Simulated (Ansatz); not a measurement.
`[SiH3]OB(Cl)Cl` + CH₃SH → `CSB(Cl)Cl` + silanol at 400 K and 1 bar (ligand exchange at a B–O bond).

Gas-phase electronic energies from Ansatz, PBE0-D4/def2-TZVP geometries. CCSD(T)/CBS adds triple-zeta CCSD(T) − MP2 to the extrapolated MP2 energy (def2 sets, frozen cores). This one scheme is used for every species. Each species was taken in one conformer, which may not be the lowest.

| species | CCSD(T)/CBS energy (Eh) | H − E (kJ/mol) | S (J/(mol·K)) |
| --- | --- | --- | --- |
| `[SiH3]OB(Cl)Cl` | -1310.57934 | 128.2 | 388.2 |
| CH₃SH | -438.22835 | 138.7 | 269.4 |
| `CSB(Cl)Cl` | -1382.09730 | 150.9 | 377.5 |
| `O[SiH3]` | -366.69042 | 120.0 | 276.4 |

H − E and S are ideal-gas, rigid-rotor, harmonic terms from PBE0-D4/def2-TZVP, for one conformer and one mirror image of each species. 1 Eh = 2625.50 kJ/mol, R = 8.31446 J/(mol·K).

**Question.** By hand: ΔE, ΔH, ΔS and ΔG.

**Answer.** ΔE = (-1382.09730) + (-366.69042) − (-1310.57934) − (-438.22835) = 0.01997 Eh = 52.4 kJ/mol. Δ(H − E) = 150.9 + 120.0 − 128.2 − 138.7 = 4.0, so ΔH = 56.4 kJ/mol. ΔS = 377.5 + 276.4 − 388.2 − 269.4 = -3.7 J/(mol·K). ΔG = 56.4 − 400 × (-3.7)/1000 = 57.9 kJ/mol.

**Question.** By hand: the equilibrium constant, and the temperature at which ΔG would vanish if ΔH and ΔS stayed fixed.

**Answer.** log₁₀ K = −ΔG/(RT ln 10) = -7.6. ΔH and −TΔS have one sign here, so there is no such temperature. One of them is within its doubt of zero, so this could turn.

The number of gas molecules stays the same, so ΔS is small and ΔH decides. A doubt of 5 kJ/mol in ΔE shifts log₁₀ K by 0.7 here. Other conformers and mirror images would add mixing entropy, several J/(mol·K) or more a flexible species. These are equilibria of isolated gas molecules and say nothing of rates. Largest T1 diagnostic: 0.012 (customary marks: 0.02 for closed shells, 0.045 for open ones).
